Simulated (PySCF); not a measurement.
Computed with TPSSh-D3(BJ)/def2-TZVP // r2SCAN-D4/def2-SVP in PySCF. Gas-phase values, no solvent. One relaxed conformer stands for a flexible species; it need not be the lowest. 

Reference species: [Hf(OH)4] (neutral, multiplicity 1).

```yaml
HOMO: -7.48 eV
charge on the central atom (Mulliken): 1.64 e
HOMO–LUMO gap: 7.36 eV
mean_distance_from_the_central_atom_to_its_bonded_neighbours: 1.936 Å
```

Changed species: [Hf(H)4] (4 of 4 OH replaced by H; the reference has 0 of 4 OH replaced by H).

Q: What does the change do to the HOMO, charge on the central atom (Mulliken), HOMO–LUMO gap and mean distance from the central atom to its bonded neighbours?

A: the HOMO decreases by 0.41 eV, to -7.89 eV; the charge on the central atom (Mulliken) drops by 0.80 e, to 0.84 e; the HOMO–LUMO gap drops by 1.94 eV, to 5.42 eV; the mean distance from the central atom to its bonded neighbours decreases by 0.089 Å, to 1.847 Å.
